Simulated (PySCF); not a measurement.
A structure optimised at r2SCAN-D4/def2-TZVPD, used in a PySCF frequency run:

```xyz
5

Zr     0.0000     0.0000     0.0000
H      1.0664     1.0664     1.0664
H     -1.0664     1.0664    -1.0664
H     -1.0664    -1.0664     1.0664
H      1.0664    -1.0664    -1.0664
```

Write its SMILES, formula and point group.

[ZrH4], H4Zr, Td

What are its rotational constants (standard atomic weights)?

55.112, 55.112, 55.112 GHz
